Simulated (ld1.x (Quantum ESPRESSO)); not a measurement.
**K (Z = 19), TM: configuration errors across variants**

```
Element                 : potassium (K)
Generator               : ld1.x (Quantum ESPRESSO) 7.5
Type                    : norm-conserving Troullier–Martins (Kleinman–Bylander form)
Functional              : PBE
Relativity              : scalar-relativistic
Frozen core             : [Ar]
Valence charge          : 1
Reference configuration : 3d0 4s0.75 4p0 (charge +0.25)
Partial waves           : 4s (bound): rc 3.05 bohr; 4p (bound, empty): rc 4.05 bohr; 3d (bound, empty): rc 4.20 bohr; 4f channel at 0.35 Ry: rc 4.00 bohr
Local potential         : the f channel
Core correction         : a·sin(br)/r model core inside 2.10 bohr
```

All-electron excitation energies from the reference (eV): (1) 3d0 4s1 4p0 -0.698; (2) 3d0 4s0.5 4p0 0.943; (3) 3d0 4s0 4p1 0.855; (4) 3d1 4s0 4p0 1.759; (5) 3d0.5 4s0.5 4p0 0.520.

A true bound ghost makes a file unfit for plane-wave use even where its test errors are small: the radial tests pick states by their node count and pass the ghost by.

Errors AE − PS in meV (a dash: test not solved or not reliable):

| change | (1) | (2) | (3) | (4) | (5) | bound ghosts |
| --- | --- | --- | --- | --- | --- | --- |
| base | +0.1 | -0.2 | -4.2 | -0.8 | -0.1 | none |
| all radii but the core radius scaled by about 0.76 (s 2.32, p 3.08, d 3.20, f 3.04 bohr) | – | -6.2 | -3.6 | +0.2 | -0.3 | s |
| all radii but the core radius scaled by about 0.87 (s 2.64, p 3.50, d 3.64, f 3.46 bohr) | +0.4 | +0.2 | -4.0 | -0.3 | -0.1 | none |
| all radii but the core radius scaled by about 0.92 (s 2.80, p 3.70, d 3.84, f 3.66 bohr) | +0.2 | -0.1 | -4.1 | -0.4 | -0.1 | none |
| all radii but the core radius scaled by about 1.13 (s 3.46, p 4.58, d 4.76, f 4.54 bohr) | 0.0 | -0.2 | -4.0 | -1.4 | -0.2 | none |
| all radii but the core radius scaled by about 1.18 (s 3.60, p 4.76, d 4.94, f 4.72 bohr) | 0.0 | -0.2 | -4.0 | -2.0 | -0.2 | none |
| all radii but the core radius scaled by about 1.40 (s 4.26, p 5.66, d 5.88, f 5.60 bohr) | +0.1 | -0.2 | -4.7 | -9.6 | -1.2 | none |

(1) Give the same row for: all radii but the core radius scaled by about 1.30 (s 3.96, p 5.26, d 5.46, f 5.20 bohr).

## Answers

(1) +0.1, -0.2, -4.1, -4.9, -0.6; bound ghosts: none.
